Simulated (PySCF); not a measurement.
Al(Cl)(Me)(SeH) (CH4AlClSe), SMILES [CH3][Al]([Cl])[SeH]. Atoms are numbered in the order given.

```xyz
8

Al    -0.4127     0.6616     0.0000
Cl     1.1962     2.0345     0.0000
C     -2.2483     1.3004     0.0000
H     -2.4323     1.9306    -0.8867
H     -2.9850     0.4821     0.0000
H     -2.4323     1.9306     0.8867
Se     0.2222    -1.5680     0.0000
H     -1.1843    -2.0206     0.0000
```
Charge 0, spin multiplicity 1.

The structure is a stationary point at B3LYP-D3(BJ)/def2-SVP. The structure was generated by enumeration; whether it is a known compound was not checked. One conformer was computed; it need not be the lowest.

Two levels are set side by side: PBE/pcSseg-1 (PySCF) and B3LYP/pcSseg-1 (PySCF). GIAO shifts against HCl (³⁵Cl), Me2Se (⁷⁷Se), TMS (¹H), TMS (¹³C) at the same level; non-relativistic, no solvent, atoms listed together averaged. Without spin–orbit terms, shifts of atoms bonded to Cl or Br come out too high at both levels. Differences are taken from unrounded values.

```
quantity                 PBE
--------------------  ------
δ(³⁵Cl) of Cl2 (ppm)    83.3
δ(¹³C) of C3 (ppm)      -1.8
δ(⁷⁷Se) of Se7 (ppm)  -356.2
δ(¹H) of H8 (ppm)       1.11
```

### Question
These are the PBE values. What does B3LYP give? (The exact figures need the calculation; the answer reports its results.)

### Answer

| quantity | B3LYP | PBE minus B3LYP |
|---|---|---|
| δ(³⁵Cl) of Cl2 (ppm) | 55.5 | 27.8 |
| δ(¹³C) of C3 (ppm) | -2.7 | 0.9 |
| δ(⁷⁷Se) of Se7 (ppm) | -367.4 | 11.2 |
| δ(¹H) of H8 (ppm) | 0.90 | 0.21 |

Rough cost on one machine, each run with all the roots and properties that it gave: B3LYP against PBE within a factor of 2.
